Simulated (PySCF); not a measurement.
## How methods differ on the excitation energy of S

S [Ne] 3s2 3p4 (3P) → S [Ne] 3s1 3p4 4s1 (5P), as a difference of total energies. Calculation: PySCF 2.14, in aug-cc-pCVTZ-DK (8s7p5d3f, 75 functions); the spin-free X2C one-electron Hamiltonian (Gaussian nucleus). Correlated levels: valence and next inner shell: 1s2 frozen. The calculations carry no spin-orbit coupling.

| method | excitation energy (cm⁻¹) |
| --- | --- |
| UHF | 133620 |
| MP2 (valence and next inner shell) | 136740 |
| SCS-MP2 (valence and next inner shell) | 138020 |
| CCSD (valence and next inner shell) | 134790 |
| CCSD(T) (valence and next inner shell) | 132880 |

The upper state lies above the first ionisation limit, where it may autoionise and the basis confines it. A Rydberg-like electron needs more diffuse functions than a valence basis has.

The promoted electron is Rydberg-like, and one or two diffuse shells describe it only roughly, which tends to raise the upper state.

The coupled-cluster amplitudes are large for the upper state (T1 above 0.03 or a double amplitude above 0.15), so a single reference is strained.
